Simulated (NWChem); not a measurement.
Molecule: SiH3O4, doublet; SMILES [O][Si](O)(O)O

```xyz
8

O     -0.2921     1.0186    -1.3392
Si    -0.0257    -0.0043    -0.0493
O     -1.3552    -0.9542     0.1121
O      1.2587    -1.0240    -0.1535
O      0.2735     1.0646     1.1755
H     -1.1648    -1.8775     0.3333
H      2.1350    -0.6158    -0.1171
H     -0.4048     1.7403     1.3220
```
Atoms are numbered in this order, from 1.

Computed with NWChem. Pople sets run with spherical d functions. Spin-unrestricted. The radical's symmetric form is orbitally degenerate, so geometry and low modes hang on which distorted state is reached. Geometry: optimised at B3LYP/6-31G* (spherical d), spin-unrestricted. No stability test was run on the SCF state. Atomic charges in e: unrestrained fits to the electrostatic potential beside Mulliken populations; buried atoms are poorly determined by the fit.

For level B3LYP/def2-SVP:

```yaml
Mulliken O1: -0.30
ESP Si2: 1.34
Mulliken Si2: 0.84
ESP O3: -0.72
Mulliken O3: -0.38
ESP O4: -0.74
Mulliken O4: -0.40
ESP O5: -0.73
Mulliken O5: -0.38
```

### Question
How do the values read with level UHF/6-31G* instead?

### Answer
- Mulliken O1: -0.44
- ESP Si2: 1.60
- Mulliken Si2: 1.62
- ESP O3: -0.85
- Mulliken O3: -0.88
- ESP O4: -0.87
- Mulliken O4: -0.89
- ESP O5: -0.87
- Mulliken O5: -0.88
